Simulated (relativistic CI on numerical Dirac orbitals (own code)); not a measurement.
Re⁵⁺: N6,7 absorption edge

Computed with this model: Dirac-Coulomb-Breit CI, orbitals from a KLI potential per configuration, model QED (radiative potential, 1s self-energy scaled to tabulated hydrogen-like ionisation energies), multiplet model of core-to-valence dipole absorption, unscaled Slater integrals; configurations [Xe] 4f14 5d2 → [Xe] 4f13 5d3; 80 K; Lorentzian 0.3 eV and Gaussian 0.3 eV FWHM. Energies are those of the free ion, without screening or charge transfer. The branching ratio is the share of the lower-energy edge in the whole absorption, uncertain by about 0.02 where the edges overlap. S is read from ⟨S²⟩ = S(S + 1).

Field parameters in Wybourne normalisation: D4h B²₀ = −7Ds, B⁴₀ = 21(Dq − Dt), B⁴₄ = 21√(5/14) Dq. The field is a parameter set, without covalency.

free ion: ground-state S = 0.95, centroid 47.36 eV. Peaks (eV, height): 43.9 (7), 44.7 (11), 47.2 (100), 48.0 (78), 48.7 (51).

D4h, 10Dq = 30250, Ds = -240, Dt = 1160 cm⁻¹: ground-state S = 0.98, centroid 47.76 eV. Peaks (eV, height): 42.8 (10), 43.8 (13), 44.3 (15), 45.6 (49), 46.6 (53), 48.1 (92), 48.7 (100), 49.7 (59).

Strongest unbroadened transitions for D4h, 10Dq = 30250, Ds = -240, Dt = 1160 cm⁻¹:

```
Energy (eV)  Relative strength
      42.76               37.7
      45.44               60.2
      45.58               45.4
      45.66               42.6
      46.68               49.3
      47.49               71.4
      47.57               45.3
      47.70               48.1
      48.17              100.0
      48.40               46.0
      48.69               59.4
      48.72               50.7
      48.82               38.0
      48.87               54.4
      49.02               42.0
      49.13               38.6
      49.79               36.5
      49.82               41.9
```
